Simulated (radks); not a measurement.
Results of a calculation; reference values are marked as such.
These are the eigenvalues of the occupied orbitals of an atom or ion with whole-number occupations (Ry). Code: a radial shooting solver on a logarithmic mesh with Libxc functionals. Model: Dirac Kohn-Sham, LB94 model potential, spin-unpolarised, spherical densities, finite nucleus; Fermi nuclear charge, rms radius of each element as measured or else 0.836 A^(1/3) + 0.57 fm.

orbital  eigenvalue
1s1/2     -2672.960
2s1/2     -595.9406
2p1/2     -577.6171
2p3/2     -554.1061

Which element is it, and in what charge state? The configuration may be excited. Open shells, if any, fill j = l - 1/2 first.

Answer. Z = 53, iodine, charge +44: I44+ in [He] 2s2 2p5. The list shows which subshells hold electrons but not how many an open one holds; the 1s level, -1336.5 hartree, gives Z - s = 51.7 by -(Z - s)^2/2, which with screening and relativity narrows Z to a few neighbours, and the depths of the outer levels then fix element, charge and occupations together.
